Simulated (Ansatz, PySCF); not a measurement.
MoO2FBr, SMILES [O]=[Mo](=[O])([F])[Br], multiplicity 1. Atoms are numbered in the order given.

```xyz
5

Mo     0.0330    -0.6166     0.0000
O      0.8880    -1.1338    -1.3426
O      0.8880    -1.1338     1.3426
F     -1.6637    -1.3464     0.0000
Br    -0.0470     1.7991     0.0000
```

Coordinates come from a B3LYP-D3(BJ)/def2-SVP optimisation. The multiplicity is an assumed one; no other spin state was optimised. The structure was generated by enumeration; whether it is a known compound was not checked. The def2 effective core potentials stand for the cores of Mo; spin–orbit coupling is left out.

Two levels are set side by side: PBE-D3(BJ)/def2-SVP (Ansatz, a first-principles code) and B3LYP-D3(BJ)/def2-SVP (Ansatz). Each level has its own optimised geometry; the coordinates shown are those of the second. Frequencies come from the Hessian of PySCF at each geometry. Differences are taken from unrounded values.

| quantity | B3LYP-D3(BJ) | PBE-D3(BJ) | PBE-D3(BJ) minus B3LYP-D3(BJ) |
|---|---|---|---|
| mean bond length (Å) | 1.903 | 1.911 | 0.008 |
| bond Mo1–O2 (Å) | 1.674 | 1.687 | 0.014 |
| bond Mo1–O3 (Å) | 1.674 | 1.687 | 0.014 |
| bond Mo1–F4 (Å) | 1.847 | 1.853 | 0.006 |
| bond Mo1–Br5 (Å) | 2.417 | 2.415 | -0.002 |
| highest harmonic wavenumber (cm⁻¹) | 1063 | 1019 | -44 |
| mean harmonic wavenumber (cm⁻¹) | 477 | 462 | -15 |
| zero-point energy (kcal/mol) | 6.14 | 5.94 | -0.20 |

GGA bonds tend to be longer and softer than those of functionals with exact exchange. Differences between two approximate levels are no errors against the true value.
